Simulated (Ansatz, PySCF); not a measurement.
C4H5NO, SMILES Nc1ccco1. Atoms are numbered in the order given.

```xyz
11

N      2.0238     0.1697    -0.1861
C      0.6486     0.1628    -0.0479
C     -0.3059     1.1500    -0.0234
C     -1.5685     0.4621     0.0547
C     -1.2905    -0.8698     0.0774
O      0.0712    -1.0577     0.0130
H      2.4567     1.0496     0.0724
H      2.4823    -0.6224     0.2558
H     -0.1330     2.2224    -0.0596
H     -2.5573     0.9149     0.0937
H     -1.8913    -1.7714     0.1385
```
Charge 0, spin multiplicity 1.

Coordinates come from a B3LYP-D3(BJ)/def2-SVP optimisation. The values are those of a single conformer.

Two levels are set side by side: PBE-D3(BJ)/def2-SVP (Ansatz, a first-principles code) and B3LYP-D3(BJ)/def2-SVP (Ansatz). Each level has its own optimised geometry; the coordinates shown are those of the second. Frequencies come from the Hessian of PySCF at each geometry. Differences are taken from unrounded values.

```json
[
 {"quantity": "mean bond length (Å)", "B3LYP-D3(BJ)": "1.234"},
 {"quantity": "bond N1–C2 (Å)", "B3LYP-D3(BJ)": "1.382"},
 {"quantity": "bond C2–C3 (Å)", "B3LYP-D3(BJ)": "1.373"},
 {"quantity": "bond C2–O6 (Å)", "B3LYP-D3(BJ)": "1.352"},
 {"quantity": "bond C3–C4 (Å)", "B3LYP-D3(BJ)": "1.440"},
 {"quantity": "bond C4–C5 (Å)", "B3LYP-D3(BJ)": "1.361"},
 {"quantity": "bond C5–O6 (Å)", "B3LYP-D3(BJ)": "1.376"},
 {"quantity": "bond N1–H7 (Å)", "B3LYP-D3(BJ)": "1.014"},
 {"quantity": "bond N1–H8 (Å)", "B3LYP-D3(BJ)": "1.016"},
 {"quantity": "bond C3–H9 (Å)", "B3LYP-D3(BJ)": "1.087"},
 {"quantity": "bond C4–H10 (Å)", "B3LYP-D3(BJ)": "1.088"},
 {"quantity": "bond C5–H11 (Å)", "B3LYP-D3(BJ)": "1.085"},
 {"quantity": "highest harmonic wavenumber (cm⁻¹)", "B3LYP-D3(BJ)": "3660"},
 {"quantity": "mean harmonic wavenumber (cm⁻¹)", "B3LYP-D3(BJ)": "1407"},
 {"quantity": "zero-point energy (kcal/mol)", "B3LYP-D3(BJ)": "54.30"}
]
```

**Question.** What does PBE-D3(BJ) give, and how far is it from B3LYP-D3(BJ)? (The exact figures need the calculation; the answer reports its results.)

**Answer.** 
| quantity | PBE-D3(BJ) | PBE-D3(BJ) minus B3LYP-D3(BJ) |
|---|---|---|
| mean bond length (Å) | 1.241 | 0.007 |
| bond N1–C2 (Å) | 1.386 | 0.004 |
| bond C2–C3 (Å) | 1.383 | 0.010 |
| bond C2–O6 (Å) | 1.360 | 0.009 |
| bond C3–C4 (Å) | 1.440 | 0.000 |
| bond C4–C5 (Å) | 1.370 | 0.010 |
| bond C5–O6 (Å) | 1.381 | 0.005 |
| bond N1–H7 (Å) | 1.021 | 0.007 |
| bond N1–H8 (Å) | 1.024 | 0.008 |
| bond C3–H9 (Å) | 1.095 | 0.008 |
| bond C4–H10 (Å) | 1.096 | 0.008 |
| bond C5–H11 (Å) | 1.093 | 0.008 |
| highest harmonic wavenumber (cm⁻¹) | 3584 | -76 |
| mean harmonic wavenumber (cm⁻¹) | 1370 | -37 |
| zero-point energy (kcal/mol) | 52.89 | -1.41 |

GGA bonds tend to be longer and softer than those of functionals with exact exchange. Differences between two approximate levels are no errors against the true value.
